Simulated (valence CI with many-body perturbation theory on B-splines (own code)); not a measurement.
# E1 line list for Au LXXIII

Method: valence CI with perturbative core correlation (CI+MBPT): five valence electrons over a frozen Dirac-Fock core [He], a basis of 11 s, 11 p, 10 d, 8 f, 5 g, 2 h functions for each j, with the one-electron correlation potential Σ1 (screened to all orders), the two-electron term Σ2, the three-electron term Σ3, Breit, model QED; selected single and double excitations, second order for the rest, scaled by the run's own slope (own B-spline code, finite nucleus).

No measured spectrum was set against this ion. As an estimate, large intervals hold to a few tenths of a per cent, small ones and those within an open d or f shell to about a per cent. Among the levels kept, up to 7600 cm⁻¹ of a level comes from second order outside the variational space, and about a tenth of that is noise between levels of different J, which matters for small intervals.

Lines 51 to 100 of 600 in falling wavelength, among levels below 15452 eV, chosen from the strongest by gf and those to the six lowest levels. Wavelengths and rates use the calculated energies. Electric multipoles are in the length gauge, E1 and E2 with the static RPA response of the core. Weak lines are less certain than strong ones. Lines between different terms over intervals too small for the method are left out, as are lines whose strength nearly cancels. The highest levels of a list are the least certain.

Levels are named by their leading jj configuration (3d3/2^4 stands for four electrons in 3d with j = 3/2), which in mixed levels can hold well under half, so a name can repeat and another be missing. Letters in brackets count levels of one name in rising energy.

| λ vac (nm) | Upper | Lower | A (s⁻¹) | S (a.u.) with core polarisation | S without |
| --- | --- | --- | --- | --- | --- |
| 2.954 | (2s 2p1/2^2 2p3/2^2) J=1/2 | (2s^2 2p1/2 2p3/2^2) J=1/2 | 8.40e+10 | 2.14e-03 | 2.14e-03 |
| 2.621 | (2p1/2^2 2p3/2^2 3p3/2) J=7/2 | (2s 2p1/2 2p3/2^2 3p3/2) J=9/2 | 1.29e+11 | 9.15e-03 | 9.16e-03 |
| 2.583 | (2s 2p1/2^2 2p3/2^2) J=3/2 | (2s^2 2p1/2 2p3/2^2) J=5/2 | 9.78e+10 | 3.33e-03 | 3.33e-03 |
| 2.465 | (2s 2p1/2^2 2p3/2^2) J=3/2 | (2s^2 2p1/2 2p3/2^2) J=3/2 | 3.04e+10 | 8.98e-04 | 8.99e-04 |
| 1.942 | (2s 2p1/2 2p3/2^2 3d3/2) J=5/2 [e] | (2s 2p1/2 2p3/2^2 3p1/2) J=3/2 [d] | 6.93e+11 | 1.50e-02 | 1.50e-02 |
| 1.938 | (2s 2p1/2 2p3/2^2 3d3/2) J=3/2 [e] | (2s 2p1/2 2p3/2^2 3p1/2) J=1/2 [c] | 6.78e+11 | 9.75e-03 | 9.75e-03 |
| 1.931 | (2s 2p1/2 2p3/2^2 3d3/2) J=7/2 [b] | (2s 2p1/2 2p3/2^2 3p1/2) J=5/2 [b] | 7.57e+11 | 2.15e-02 | 2.15e-02 |
| 1.930 | (2s^2 2p1/2 2p3/2 3d3/2) J=5/2 [b] | (2s^2 2p1/2 2p3/2 3p1/2) J=3/2 [b] | 9.76e+11 | 2.08e-02 | 2.08e-02 |
| 1.919 | (2s 2p1/2 2p3/2^2 3d3/2) J=3/2 [f] | (2s 2p1/2 2p3/2^2 3p1/2) J=3/2 [d] | 8.62e+11 | 1.20e-02 | 1.20e-02 |
| 1.916 | (2s 2p1/2 2p3/2^2 3d3/2) J=5/2 [b] | (2s 2p1/2 2p3/2^2 3p1/2) J=5/2 [b] | 1.22e+12 | 2.54e-02 | 2.54e-02 |
| 1.915 | (2s 2p1/2 2p3/2^2 3p3/2) J=3/2 [a] | (2s 2p1/2 2p3/2^2 3s) J=5/2 [b] | 5.00e+11 | 6.93e-03 | 6.93e-03 |
| 1.912 | (2s^2 2p1/2 2p3/2 3d3/2) J=3/2 [b] | (2s^2 2p1/2 2p3/2 3p1/2) J=3/2 [b] | 1.10e+12 | 1.52e-02 | 1.52e-02 |
| 1.910 | (2s 2p1/2 2p3/2^2 3p3/2) J=5/2 [a] | (2s 2p1/2 2p3/2^2 3s) J=3/2 [a] | 1.11e+12 | 2.28e-02 | 2.28e-02 |
| 1.905 | (2s 2p1/2 2p3/2^2 3p3/2) J=7/2 [b] | (2s 2p1/2 2p3/2^2 3s) J=5/2 [b] | 1.00e+12 | 2.73e-02 | 2.74e-02 |
| 1.904 | (2s 2p1/2 2p3/2^2 3d5/2) J=5/2 [a] | (2s 2p1/2 2p3/2^2 3p1/2) J=3/2 [d] | 3.12e+11 | 6.37e-03 | 6.37e-03 |
| 1.895 | (2s 2p1/2 2p3/2^2 3d3/2) J=3/2 [b] | (2s 2p1/2 2p3/2^2 3p1/2) J=5/2 [b] | 1.63e+12 | 2.19e-02 | 2.19e-02 |
| 1.890 | (2s 2p1/2 2p3/2^2 3d3/2) J=1/2 [d] | (2s 2p1/2 2p3/2^2 3p1/2) J=1/2 [c] | 9.10e+11 | 6.06e-03 | 6.06e-03 |
| 1.888 | (2s 2p1/2 2p3/2^2 3p3/2) J=3/2 [e] | (2s 2p1/2 2p3/2^2 3s) J=1/2 [c] | 1.07e+12 | 1.42e-02 | 1.42e-02 |
| 1.886 | (2s^2 2p1/2 2p3/2 3d3/2) J=5/2 [a] | (2s^2 2p1/2 2p3/2 3p1/2) J=5/2 | 3.32e+11 | 6.59e-03 | 6.59e-03 |
| 1.884 | (2s 2p1/2 2p3/2^2 3p3/2) J=1/2 [a] | (2s 2p1/2 2p3/2^2 3s) J=3/2 [a] | 2.41e+12 | 1.59e-02 | 1.59e-02 |
| 1.881 | (2s^2 2p1/2 2p3/2 3d3/2) J=1/2 [b] | (2s^2 2p1/2 2p3/2 3p1/2) J=3/2 [b] | 1.38e+12 | 9.08e-03 | 9.08e-03 |
| 1.878 | (2s 2p1/2 2p3/2^2 3p3/2) J=1/2 [c] | (2s 2p1/2 2p3/2^2 3s) J=1/2 [c] | 2.11e+12 | 1.38e-02 | 1.38e-02 |
| 1.877 | (2p1/2^2 2p3/2^2 3p3/2) J=5/2 | (2p1/2^2 2p3/2^2 3s) J=3/2 | 1.12e+12 | 2.19e-02 | 2.19e-02 |
| 1.877 | (2s 2p1/2^2 2p3/2 3p3/2) J=3/2 [a] | (2s 2p1/2^2 2p3/2 3s) J=3/2 [a] | 1.95e+12 | 2.54e-02 | 2.54e-02 |
| 1.875 | (2s^2 2p1/2 2p3/2 3p3/2) J=3/2 [a] | (2s^2 2p1/2 2p3/2 3s) J=3/2 [b] | 1.13e+12 | 1.48e-02 | 1.48e-02 |
| 1.874 | (2p1/2^2 2p3/2^2 3p3/2) J=1/2 | (2p1/2^2 2p3/2^2 3s) J=3/2 | 2.32e+12 | 1.50e-02 | 1.50e-02 |
| 1.871 | (2s 2p1/2 2p3/2^2 3p3/2) J=5/2 [c] | (2s 2p1/2 2p3/2^2 3s) J=3/2 [d] | 8.42e+11 | 1.63e-02 | 1.63e-02 |
| 1.870 | (2s 2p1/2^2 2p3/2 3d3/2) J=5/2 [a] | (2s 2p1/2^2 2p3/2 3p1/2) J=5/2 | 9.59e+11 | 1.86e-02 | 1.86e-02 |
| 1.869 | (2s 2p1/2^2 2p3/2 3d3/2) J=5/2 [a] | (2s 2p1/2^2 2p3/2 3p1/2) J=3/2 [a] | 8.36e+11 | 1.62e-02 | 1.62e-02 |
| 1.868 | (2s 2p1/2^2 2p3/2 3d3/2) J=3/2 [b] | (2s 2p1/2^2 2p3/2 3p1/2) J=3/2 [b] | 7.26e+11 | 9.35e-03 | 9.35e-03 |
| 1.868 | (2s 2p1/2 2p3/2^2 3p3/2) J=7/2 [c] | (2s 2p1/2 2p3/2^2 3s) J=5/2 [c] | 2.55e+12 | 6.57e-02 | 6.57e-02 |
| 1.867 | (2s^2 2p3/2^2 3p3/2) J=5/2 | (2s^2 2p3/2^2 3s) J=3/2 | 1.26e+12 | 2.44e-02 | 2.44e-02 |
| 1.865 | (2s 2p1/2^2 2p3/2 3d3/2) J=3/2 [b] | (2s 2p1/2^2 2p3/2 3p1/2) J=1/2 | 9.47e+11 | 1.21e-02 | 1.21e-02 |
| 1.864 | (2s 2p1/2 2p3/2^2 3d3/2) J=5/2 [a] | (2s 2p1/2 2p3/2^2 3p1/2) J=5/2 [a] | 9.84e+11 | 1.89e-02 | 1.89e-02 |
| 1.864 | (2s^2 2p3/2^2 3p3/2) J=1/2 | (2s^2 2p3/2^2 3s) J=3/2 | 2.66e+12 | 1.70e-02 | 1.70e-02 |
| 1.856 | (2s 2p1/2 2p3/2^2 3d3/2) J=1/2 [b] | (2s 2p1/2 2p3/2^2 3p1/2) J=1/2 [b] | 1.11e+12 | 7.03e-03 | 7.03e-03 |
| 1.855 | (2s^2 2p3/2^2 3d3/2) J=7/2 | (2s^2 2p3/2^2 3p1/2) J=5/2 | 1.85e+12 | 4.66e-02 | 4.66e-02 |
| 1.855 | (2s^2 2p3/2^2 3d3/2) J=3/2 [a] | (2s^2 2p3/2^2 3p1/2) J=3/2 | 1.44e+12 | 1.81e-02 | 1.81e-02 |
| 1.855 | (2s^2 2p3/2^2 3d3/2) J=5/2 | (2s^2 2p3/2^2 3p1/2) J=5/2 | 9.74e+11 | 1.84e-02 | 1.84e-02 |
| 1.853 | (2s 2p1/2^2 2p3/2 3d3/2) J=5/2 [b] | (2s 2p1/2^2 2p3/2 3p1/2) J=3/2 [b] | 1.85e+12 | 3.48e-02 | 3.48e-02 |
| 1.852 | (2s 2p1/2 2p3/2^2 3d3/2) J=3/2 [c] | (2s 2p1/2 2p3/2^2 3p1/2) J=1/2 [a] | 1.62e+12 | 2.03e-02 | 2.03e-02 |
| 1.852 | (2s^2 2p1/2 2p3/2 3d3/2) J=3/2 [a] | (2s^2 2p1/2 2p3/2 3p1/2) J=3/2 [a] | 7.22e+11 | 9.06e-03 | 9.06e-03 |
| 1.852 | (2s 2p1/2 2p3/2^2 3p3/2) J=5/2 [c] | (2s 2p1/2 2p3/2^2 3s) J=3/2 [b] | 1.62e+12 | 3.05e-02 | 3.05e-02 |
| 1.852 | (2s 2p1/2^2 2p3/2 3d3/2) J=3/2 [a] | (2s 2p1/2^2 2p3/2 3p1/2) J=3/2 [a] | 1.47e+12 | 1.85e-02 | 1.85e-02 |
| 1.850 | (2s 2p1/2^2 2p3/2 3p3/2) J=5/2 [b] | (2s 2p1/2^2 2p3/2 3s) J=3/2 [b] | 2.44e+12 | 4.58e-02 | 4.58e-02 |
| 1.850 | (2s 2p1/2 2p3/2^2 3d3/2) J=7/2 [c] | (2s 2p1/2 2p3/2^2 3p1/2) J=5/2 [c] | 1.71e+12 | 4.28e-02 | 4.28e-02 |
| 1.850 | (2s^2 2p3/2^2 3d3/2) J=3/2 [b] | (2s^2 2p3/2^2 3p1/2) J=1/2 | 1.79e+12 | 2.24e-02 | 2.24e-02 |
| 1.850 | (2s^2 2p1/2 2p3/2 3d3/2) J=5/2 [a] | (2s^2 2p1/2 2p3/2 3p1/2) J=3/2 [a] | 1.47e+12 | 2.75e-02 | 2.75e-02 |
| 1.849 | (2s^2 2p3/2^2 3d3/2) J=5/2 | (2s^2 2p3/2^2 3p1/2) J=3/2 | 8.60e+11 | 1.61e-02 | 1.61e-02 |
| 1.849 | (2s^2 2p1/2^2 3d3/2) J=3/2 | (2s^2 2p1/2^2 3p1/2) J=1/2 | 1.84e+12 | 2.30e-02 | 2.30e-02 |
